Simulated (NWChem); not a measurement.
Species: C4H3F; SMILES C#C/C=C\F

Computed with NWChem. Geometry: optimised at PBE-D3(BJ)/def2-SVP. Hybrids' shares of exact exchange are those that their runs print; pure functionals count as 0. The functionals differ in more than this share.

```csv
row,share of exact exchange,orbital gap (eV)
PBE/def2-SVP,0.00,4.04
BLYP/def2-SVP,0.00,4.02
B3LYP/def2-SVP,0.20,withheld
PBE0/def2-SVP,0.25,6.07
PW6B95/def2-SVP,0.28,6.24
MPW1K/def2-SVP,0.43,7.54
BHandHLYP/def2-SVP,0.50,8.11
```

Problem. Fit a straight line of the last column on the one before it, predict the withheld value, and compare with the run.

Solution. 
1. Means of the 6 shown rows: x = 0.243, y = 6.003. Slope Σ(x − x̄)(y − ȳ)/Σ(x − x̄)² = 1.797/0.2205 = 8.149; intercept 4.020.
2. The shown rows scatter about the line by 0.028 (root mean square); the largest residual is -0.06, at PW6B95/def2-SVP.
3. At x = 0.20 (B3LYP/def2-SVP; inside the shown range) the line gives 5.65.
4. The run gives 5.64, -0.01 from the line, 0.4 times the scatter.
